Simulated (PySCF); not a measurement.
PBE0-D3(BJ)/def2-TZVP geometry optimisation, IEF-PCM water with PySCF 2.14 and geomeTRIC: [MnOF4]2-, charge -2, multiplicity 4. Start (model start, shaken):

```
6

Mn    0.0000    0.0045   -0.0041
O    -0.0134   -0.0068    1.6151
F     1.7440    0.0201   -0.3147
F    -1.7524    0.0073   -0.3020
F     0.0016    1.7291   -0.3078
F     0.0104   -1.7633   -0.3142
```

```
step  E − E(start) / kcal mol⁻¹  largest force / Eh bohr⁻¹
   0                       0.00                    0.03901
   1                      -2.81                    0.01536
   2                      -4.93                    0.00866
   3                      -2.10                    0.01584
   4                      -4.91                    0.00694
   5                      -5.35                    0.00357
   6                      -5.32                    0.00401
   7                      -5.42                    0.00234
   8                      -5.42                    0.00226
   9                      -5.44                    0.00100
  10                      -5.44                    0.00024
```

The optimisation met its thresholds. End point:

```
6

Mn   -0.0016   -0.0009    0.0145
O    -0.0012   -0.0072    1.6690
F     1.8045    0.0086   -0.3282
F    -1.8088   -0.0091   -0.3259
F    -0.0106    1.8061   -0.3218
F     0.0080   -1.8065   -0.3353
```

Metal–donor distances, start → end: O2 1.619 → 1.655 Å, F3 1.772 → 1.838 Å, F4 1.778 → 1.839 Å, F5 1.751 → 1.838 Å, F6 1.795 → 1.839 Å.

No frequencies were computed, so the end point may be a saddle point.

The job took 6.1 min on one thread of Intel Xeon Processor @ 2.70GHz (shared host), with 200 basis functions and a peak of 1.3 GiB, launched as `OMP_NUM_THREADS=1 python lf_run.py task.json out`.
